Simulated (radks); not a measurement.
The lithium anion Li- inside a hard spherical wall (all orbitals vanish at R), configuration held at [He] 2s2 and not refilled when levels cross. All-electron calculation, non-relativistic Kohn-Sham, PBE, spin-polarised, spherical densities, point nucleus. Program: a radial shooting solver on a logarithmic mesh with Libxc functionals. Eigenvalues in eV for spin up, with the zero of energy where the potential of the charges vanishes at infinity; a dash marks a level that is unbound or too diffuse for the functional's potential to be trusted. A positive occupied level is held by the wall or, in an anion where self-interaction has pushed it up, behind a barrier. The pressure on the wall is -dE/dV.

| R (bohr) | E (hartree) | kinetic (hartree) | e(1s) | e(2s) | e(2p, empty) | e(3s, empty) | pressure (GPa) |
|---|---|---|---|---|---|---|---|
| 15 | -7.47857 | 7.432 | -46.619 | 1.117 | 2.289 | 3.030 | 0.00882 |
| 12 | -7.47339 | 7.451 | -46.097 | 1.438 | 2.811 | 4.441 | 0.0513 |
| 6 | -7.32839 | 7.824 | -40.620 | 5.544 | 7.960 | 19.610 | 6.11 |
| 3.5 | -6.53572 | 9.428 | -29.734 | 20.156 | 21.954 | 67.898 | 162 |
| 2.5 | -4.85161 | 12.492 | -17.815 | 47.540 | 42.513 | 146.31 | 1160 |
| 2 | -2.48418 | 16.443 | -6.360 | 83.915 | 66.353 | 241.25 | 4110 |
| 1.5 | 3.48840 | 25.515 | 16.233 | 170.12 | 118.33 | 453.94 | 20200 |
